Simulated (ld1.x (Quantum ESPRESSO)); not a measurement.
## Ranking TM potentials for oxygen (O)

All share these settings but for the change named:

O, norm-conserving Troullier–Martins (Kleinman–Bylander form), made with ld1.x (Quantum ESPRESSO) 7.5 (BLYP, fully relativistic). Core [He], reference 2s2 2p3 (charge +1). Waves: 2s (bound): rc 0.95 bohr; 2p (bound): rc 1.10 bohr. Local part: all-electron potential smoothed inside 0.85 bohr (lloc = -1). Core correction: none.

Open shells are filled in proportion to 2j + 1 (rel_dist='average').

Cutoff: the first of the cutoffs (Ry, on a coarse ladder) from which the occupation-weighted sum of valence levels, in a spherical-Bessel basis at the reference potential, stays within 10 and 1 mRy of its value at 400 Ry; the density cutoff is not measured.

The base gives 100 Ry.

Of 5 variants that were run, those that failed, showed a ghost or another fault, or gave nearly equal values are left out.

A variant can come out equal or close to the base.

(1) Rank these variants from softest to hardest (loose cutoff).
A. all radii scaled by about 0.93 (s 0.88, p 1.02 bohr); local potential all-electron potential smoothed inside 0.78 bohr (lloc = -1)
B. all radii scaled by about 1.11 (s 1.06, p 1.22 bohr); local potential all-electron potential smoothed inside 0.94 bohr (lloc = -1)
C. all radii scaled by about 1.36 (s 1.28, p 1.50 bohr); local potential all-electron potential smoothed inside 1.16 bohr (lloc = -1)
D. all radii scaled by about 1.24 (s 1.18, p 1.36 bohr); local potential all-electron potential smoothed inside 1.06 bohr (lloc = -1)
E. all radii scaled by about 0.76 (s 0.72, p 0.84 bohr); local potential all-electron potential smoothed inside 0.64 bohr (lloc = -1)

Results:

(1) C (60 Ry), D (70 Ry), B (90 Ry), A (120 Ry), E (160 Ry).
